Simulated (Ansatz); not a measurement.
Cartesian coordinates in Å:
```
O 1.9617 0.3517 0.2710
Ga 0.2052 0.6435 0.5357
Ga -1.2082 -0.9106 -0.7473
H 2.5334 0.9471 0.7602
H -0.1227 1.8262 1.5302
H -1.6739 -2.2890 -0.1445
H -1.6955 -0.5689 -2.2054
```

Total charge 0; spin multiplicity 1.

Problem. List the r2SCAN/def2-TZVPP orbital energies in eV (Ansatz 0.2.0). (Estimate.)

Solution. Computed: Occupied: -10122.38, -10122.14, -1244.61, -1244.33, -1101.05, -1100.94, -1100.93, -1100.77, -1100.66, -1100.65, -515.31, -148.13, -147.93, -101.12, -100.89, -100.78, -100.75, -100.59, -100.58, -25.40, -20.71, -20.57, -20.53, -20.50, -20.47, -20.35, -20.35, -20.28, -20.13, -20.06, -12.51, -11.27, -10.05, -7.77, -7.66, -7.49, -6.45. Lowest empty: -2.69, -1.91, -0.29, 0.68, 1.73, 2.54, 2.79, 3.13.
